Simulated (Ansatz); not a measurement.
The same path of F2GeH2 + H2 (7 atoms, charge 0, multiplicity 1) was run twice with different band settings. Lost on the way: Ge1–F2, H6–H7. Made: Ge1–H6, F2–H7.

Computed with RKS PBE-D4/def2-SVP (Ansatz).

Relaxed end points:

```xyz
7
Properties=species:S:1:pos:R:3
Ge 0.322 0.000 -0.187
F 0.283 0.000 1.566
F 2.022 0.000 -0.598
H -0.280 1.335 -0.674
H -0.280 -1.335 -0.674
H -2.853 0.000 1.390
H -2.162 0.000 1.728
```

```xyz
7
Properties=species:S:1:pos:R:3
Ge -0.664 0.200 -0.400
F -0.353 -0.932 2.305
F 0.680 0.686 0.694
H -0.390 1.040 -1.671
H -0.502 -1.314 -0.644
H -1.973 0.607 0.308
H 0.254 -0.286 1.959
```

Common settings: movable images 5; climbing image yes; spring 5.0 eV/Å²; optimiser quadratic models (default); start path through a guess of the saddle point; force threshold 0.03 eV/Å; end points relaxed.

| run | iteration limit |
| --- | --- |
| 1 | 60 |
| 2 | 3 |

**Question.** What does each run give, and how far can it be trusted?

**Answer.** Run 1: converged after 34 iterations, highest image 1.634 eV above the first end. A vibrational analysis at the climbing image gives one clearly imaginary mode, 783i cm⁻¹: a first-order saddle point.
Run 2: not converged after 3 iterations, highest image 1.491 eV above the first end. The band didn't meet its force threshold, so its energies are provisional: the largest band force was still 1.88 eV/Å, and over the last iterations the top moved between 1.49 and 10.68 eV.
The orbitals stay closed-shell, which can raise the energy where a bond breaks towards radicals; this wasn't checked here.
